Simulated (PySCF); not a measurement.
**Static response to an electric field**

Compound: C7H9F.
Structure used (GFN2-xTB), in Å, numbered top down from 1:
```
atom  x, y, z in Å
C1    -2.6125    0.1117    0.5751
C2    -1.5358    0.4468   -0.4596
C3    -0.3650   -0.4727   -0.3322
F4    -0.6534   -1.7601   -0.6703
C5     0.8600   -0.1771    0.0737
C6     1.5714    1.0229    0.4985
C7     2.7250    0.3650    0.6839
C8     2.1480   -0.9703    0.2747
H9    -2.9354   -0.9207    0.4617
H10   -2.2238    0.2428    1.5823
H11   -3.4743    0.7614    0.4446
H12   -1.1919    1.4730   -0.3331
H13   -1.9578    0.3378   -1.4621
H14    1.2622    2.0456    0.6095
H15    3.7112    0.6449    1.0017
H16    2.5630   -1.4133   -0.6295
H17    2.1018   -1.7258    1.0579
```

Level: CAM-B3LYP/def2-SVPD (PySCF), static field, nuclei fixed, core orbitals frozen in the response. The polarisability tensor in these axes (au):

```
x   116.42   0.71  10.56
y     0.71  75.50   3.36
z    10.56   3.36  63.76
```

Diagonalise the tensor; give its mean and Δα, where Δα² is half the sum of the squared differences of the eigenvalues.

Principal values 61.03, 76.16 and 118.50 au; mean 85.23 au = 12.63 Å³ = 14.05 × 10⁻⁴⁰ C²·m²/J; Δα = 51.60 au (61 % of the mean).

What is the dipole moment, and where does it point?

(0.27, 1.53, 0.45) D, 1.62 D in size, pointing from the negative to the positive side. Measured along this direction, the outermost atoms are F4 at the negative end and H14 at the positive end.

Rayleigh depolarisation ratio (linearly polarised light, static tensor)?

ρ = 3Δα²/(45ᾱ² + 4Δα²) = 7987.7/(326876 + 10650.2) = 0.0237.

Sum over states: ᾱ = Σ f/ω², ω in Eh. What share falls to these 8 lowest TDDFT singlets (eV, f)? 5.62, 0.4698; 6.22, 0.0003; 6.82, 0.0125; 6.86, 0.0427; 7.02, 0.0432; 7.33, 0.0981; 7.45, 0.0001; 7.64, 0.0029.

They add up to 13.92 au, 16.3 % of the 85.23 au; the largest single term is 11.00 au, from the state at 5.62 eV. Terms in order: 11.00, 0.01, 0.20, 0.67, 0.65, 1.35, 0.00, 0.04 au. Higher excitations give the rest. The strengths listed sum to 0.670.

What would n − 1 = 2πNα be for an ideal gas of these molecules at 400 K and 1 atm, electronic part alone?

N = p/kT = 1.8347 × 10¹⁹ cm⁻³, so n − 1 = 2π × N × 12.63 × 10⁻²⁴ cm³ = 1456 × 10⁻⁶ at long wavelengths, for an ideal gas.

In a dilute gas of rigid molecules at 298 K, how does the orientational term μ²/3kT compare with the electronic polarisability?

In Gaussian units μ²/3kT = 21.18 Å³ against 12.63 Å³, a ratio of 1.68; the Debye molar polarisation (4π/3)N_A(α + μ²/3kT) is 85.3 cm³/mol, leaving out the vibrational part.

Isolated species at its GFN2-xTB geometry (one conformer only).
